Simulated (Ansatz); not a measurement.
```yaml
crystal:
  periodic: [false, false, false]
  atoms:
    - {symbol: O, position_ang: [-0.736275, -1.595349, -0.551174]}
    - {symbol: Mo, position_ang: [-0.091101, 0.125564, 0.067517]}
    - {symbol: O, position_ang: [1.077407, -0.697522, 1.389508]}
    - {symbol: O, position_ang: [1.285907, 0.198812, -1.286750]}
    - {symbol: F, position_ang: [-1.780373, 0.138442, 1.053577]}
    - {symbol: F, position_ang: [0.339074, 1.735325, 1.106863]}
    - {symbol: Cl, position_ang: [-1.279088, 1.631643, -1.471568]}
    - {symbol: H, position_ang: [-1.556545, -2.037286, -0.155916]}
    - {symbol: H, position_ang: [1.566839, -0.107720, 2.052478]}
    - {symbol: H, position_ang: [-0.686275, -1.595349, -0.501174]}
basis:
  gaussian: {orbitals: cc-pVTZ-DK}
hamiltonian: {xc: {name: wB97X-V}}
output: {forces: true}
```

```sh
$ ansatz run in.yaml --threads 4 --pin off --events-out ev --progress --plain --max-ram 11315MiB
```

Shortened log:

```
Functional definition: wB97X-V
1925 factors; their error is unknown
334 factors; integrals over basis functions are off by at most 1.1e-5 eV
mean field evaluation 1: about -133186.1399 eV, gradient 1.8e2 eV
mean field evaluation 2: about -132851.2991 eV, gradient 4.6e2 eV
mean field evaluation 4: about -133217.5902 eV, gradient 9.2e1 eV
mean field evaluation 8: about -133230.6608 eV, gradient 1.7e0 eV
mean field evaluation 16: about -133230.9849 eV, gradient 5.0e-2 eV
mean field evaluation 32: about -133230.9849 eV, gradient 3.9e-5 eV
mean field -133230.98492482 eV, -4896.1483887820 hartree, gradient 3.9e-5 eV, S^2 0.000000; 0 other end points of the search recorded, 0 dependent functions left out
reference -133230.98492053 eV, -4896.1483886245 hartree; 52, 52 occupied and 251, 251 virtual orbitals, 1925 factors
Total energy: -133230.98492053 eV, -4896.1483886245 hartree
Relativity: scalar
Atom 0 at    -0.736275    -1.595349    -0.551174 Å, force -14790.928694     4.225881 -14786.392849 eV/Å
Atom 1 at    -0.091101     0.125564     0.067517 Å, force     8.016111     7.565683    -2.028959 eV/Å
Atom 2 at     1.077407    -0.697522     1.389508 Å, force    -0.883054     2.025959    -0.254928 eV/Å
Atom 3 at     1.285907     0.198812    -1.286750 Å, force    -6.262216    -0.871318     5.689147 eV/Å
Atom 4 at    -1.780373     0.138442     1.053577 Å, force     1.240583    -0.925463    -1.125442 eV/Å
Atom 5 at     0.339074     1.735325     1.106863 Å, force    -0.460591    -2.243056    -1.548296 eV/Å
Atom 6 at    -1.279088     1.631643    -1.471568 Å, force     0.622592    -1.312073     1.323688 eV/Å
Atom 7 at    -1.556545    -2.037286    -0.155916 Å, force     2.670288     1.599654    -1.303702 eV/Å
Atom 8 at     1.566839    -0.107720     2.052478 Å, force    -1.184877    -1.240382    -1.349684 eV/Å
Atom 9 at    -0.686275    -1.595349    -0.501174 Å, force 14787.169859    -8.824885 14786.991024 eV/Å
Dipole moment:    -0.261020    -1.310297     0.315951 e Å
```

(1) What is wrong with this run?

Results:

(1) One atom was put on top of another. The calculation finished and met its thresholds. The result belongs to that input, not to the molecule as meant.
